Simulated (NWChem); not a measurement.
Everything below was run with NWChem. System: 1,1,1-trifluoroethane (C$_{2}$H$_{3}$F$_{3}$), charge 0, spin multiplicity 1, at a geometry optimised with B3LYP/def2-SVP. Level: BLYP/def2-TZVP.

Output (cleaned and shortened):

```
             Northwest Computational Chemistry Package (NWChem) 7.3.0
             --------------------------------------------------------

                                NWChem Input Module
                                -------------------

 Scaling coordinates for geometry "geometry" by  1.889725989
 (inverse scale =  0.529177249)

 Turning off AUTOSYM since
 SYMMETRY directive was detected!

                             Geometry "geometry" -> ""
                             -------------------------

 Output coordinates in angstroms (scale by  1.889725989 to convert to a.u.)

  No.       Tag          Charge          X              Y              Z
 ---- ---------------- ---------- -------------- -------------- --------------
    1 C                    6.0000    -0.12003200     1.47028900     0.00000000
    2 C                    6.0000     0.00248300    -0.03045900     0.00000000
    3 F                    9.0000     0.66629500    -0.47299400     1.08357400
    4 F                    9.0000     0.66629500    -0.47299400    -1.08357400
    5 F                    9.0000    -1.20427800    -0.62571800     0.00000000
    6 H                    1.0000    -0.66587600     1.79334700     0.89677100
    7 H                    1.0000    -0.66587600     1.79334700    -0.89677100
    8 H                    1.0000     0.88223900     1.91968800     0.00000000

 Effective nuclear repulsion energy (a.u.)     201.2176821004

            Nuclear Dipole moment (a.u.)
            ----------------------------
        X                 Y               Z
 ---------------- ---------------- ----------------
     0.0000018897     0.0000151178     0.0000000000

      Symmetry information
      --------------------

 Group name             Cs
 Group number              2
 Group order               2
 No. of unique centers     6

      Symmetry unique atoms

     1    2    3    5    6    8


 Summary of "ao basis" -> "" (spherical)
 ------------------------------------------------------------------------------
       Tag                 Description            Shells   Functions and Types
 ---------------- ------------------------------  ------  ---------------------
 *                         def2-tzvp                  on all atoms

                                 NWChem DFT Module
                                 -----------------

 Summary of "ao basis" -> "ao basis" (spherical)
 ------------------------------------------------------------------------------
[...]
 Vector   20  Occ=2.000000D+00  E=-3.450642D-01  Symmetry=a"
              MO Center=  4.2D-02, -5.2D-01,  1.3D-14, r^2= 2.0D+00
   Bfn.  Coefficient  Atom+Function         Bfn.  Coefficient  Atom+Function
  ----- ------------  ---------------      ----- ------------  ---------------
   132      0.312578  5 F  pz                68      0.269748  3 F  px
    99     -0.269748  4 F  px               135      0.246731  5 F  pz
    71      0.212923  3 F  px               102     -0.212923  4 F  px
   138      0.172803  5 F  pz                70     -0.156208  3 F  pz
   101     -0.156208  4 F  pz                74      0.149126  3 F  px

 Vector   21  Occ=2.000000D+00  E=-3.326781D-01  Symmetry=a'
              MO Center= -1.2D-02,  1.4D-01,  2.2D-15, r^2= 2.4D+00
   Bfn.  Coefficient  Atom+Function         Bfn.  Coefficient  Atom+Function
  ----- ------------  ---------------      ----- ------------  ---------------
     7      0.246238  1 C  py               131      0.236695  5 F  py
    69      0.234630  3 F  py               100      0.234630  4 F  py
    10      0.196217  1 C  py                38     -0.194207  2 C  py
   134      0.187786  5 F  py                72      0.185832  3 F  py
   103      0.185832  4 F  py                 5     -0.141063  1 C  s

 Vector   22  Occ=0.000000D+00  E= 1.930425D-02  Symmetry=a'
              MO Center= -1.5D-01,  1.8D+00,  7.9D-14, r^2= 5.5D+00
   Bfn.  Coefficient  Atom+Function         Bfn.  Coefficient  Atom+Function
  ----- ------------  ---------------      ----- ------------  ---------------
     5      5.094196  1 C  s                 36     -1.981210  2 C  s
   158     -1.756859  6 H  s                164     -1.756859  7 H  s
   170     -1.756872  8 H  s                 44     -0.338252  2 C  py
    67      0.300773  3 F  s                 98      0.300773  4 F  s
   129      0.300800  5 F  s                  3      0.281994  1 C  s

 Vector   23  Occ=0.000000D+00  E= 6.208811D-02  Symmetry=a"
              MO Center= -6.0D-01,  1.5D+00, -2.4D-14, r^2= 4.1D+00
   Bfn.  Coefficient  Atom+Function         Bfn.  Coefficient  Atom+Function
  ----- ------------  ---------------      ----- ------------  ---------------
   158      1.848295  6 H  s                164     -1.848295  7 H  s
    14     -1.206191  1 C  pz                42     -0.275853  2 C  pz
    39     -0.234934  2 C  pz                 8     -0.229951  1 C  pz
    67      0.177602  3 F  s                 98     -0.177602  4 F  s
    45     -0.126662  2 C  pz                11     -0.119887  1 C  pz

 Vector   24  Occ=0.000000D+00  E= 6.208878D-02  Symmetry=a'
              MO Center=  3.6D-01,  1.5D+00,  2.1D-14, r^2= 4.1D+00
   Bfn.  Coefficient  Atom+Function         Bfn.  Coefficient  Atom+Function
  ----- ------------  ---------------      ----- ------------  ---------------
   170      2.134264  8 H  s                 12     -1.202215  1 C  px
   158     -1.067151  6 H  s                164     -1.067151  7 H  s
    40     -0.274929  2 C  px                37     -0.234144  2 C  px
     6     -0.229190  1 C  px               129     -0.205080  5 F  s
   137     -0.147081  5 F  py                43     -0.126231  2 C  px

 center of mass
 --------------
 x =   0.01291260 y =  -0.15817247 z =   0.00000000

 moments of inertia (a.u.)
 ------------------
         349.012279256025           1.533922998361           0.000000000000
           1.533922998361         330.334915323223           0.000000000000
           0.000000000000           0.000000000000         349.136132528696

     Multipole analysis of the density
     ---------------------------------

     L   x y z        total         alpha         beta         nuclear
     -   - - -        -----         -----         ----         -------
     0   0 0 0     -0.000000    -21.000000    -21.000000     42.000000

     1   1 0 0     -0.069337     -0.034669     -0.034669      0.000002
     1   0 1 0      0.848869      0.424427      0.424427      0.000015
     1   0 0 1     -0.000000     -0.000000     -0.000000      0.000000

     2   2 0 0    -21.332120    -51.367734    -51.367734     81.403348
     2   1 1 0     -0.162852      1.070121      1.070121     -2.303093
     2   1 0 1     -0.000000     -0.000000     -0.000000      0.000000
     2   0 2 0    -19.350546    -64.391443    -64.391443    109.432341
     2   0 1 1     -0.000000     -0.000000     -0.000000      0.000000
     2   0 0 2    -21.345526    -51.280734    -51.280734     81.215942

 Task  times  cpu:        8.1s     wall:        8.1s

 Total times  cpu:        8.1s     wall:        8.1s
```

Write an NWChem input that would produce this output.

This is not unique; one that fits is 
```
start mol
memory heap 200 mb stack 900 mb global 1100 mb
geometry units angstroms nocenter noautoz
  C     -0.120032     1.470289     0.000000
  C      0.002483    -0.030459     0.000000
  F      0.666295    -0.472994     1.083574
  F      0.666295    -0.472994    -1.083574
  F     -1.204278    -0.625718     0.000000
  H     -0.665876     1.793347     0.896771
  H     -0.665876     1.793347    -0.896771
  H      0.882239     1.919688     0.000000
  symmetry group Cs
end
basis spherical
  * library def2-tzvp
end
dft
  xc becke88 lyp
  semidirect memsize 60000000 filesize 0
  iterations 100
end
task dft energy
```
